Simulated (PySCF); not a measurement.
Correlation energy of Sc (scandium, neutral)

[Ar] 4s2 4p1, 2P determinant (an excited configuration). Computed with PySCF 2.14 in x2c-QZVPPall, with scalar relativity by spin-free X2C-1e. Frozen: [Ne]; 11 electrons correlated.

MP2 pair energies summed by pair of shells (mhartree):

```
 pair   energy  share (%)
3p-3p  -156.25       56.5
3p-4s   -35.73       12.9
3s-3p   -35.23       12.7
4s-4s   -15.96        5.8
4s-4p   -15.93        5.8
3s-3s    -8.03        2.9
3p-4p    -5.95        2.2
3s-4s    -3.02        1.1
3s-4p    -0.45        0.2
```

Total MP2 correlation energy: -276.55 mhartree.

Same-spin part -72.52 and opposite-spin part -204.03 mhartree; SCS-MP2 scales them by 1/3 and 6/5 to -269.01 mhartree.

The basis was made for the ground configuration and has no added diffuse functions, which can raise the energy of the promoted electron.

This basis was not built for core-valence correlation, so the inner-shell part is incomplete.
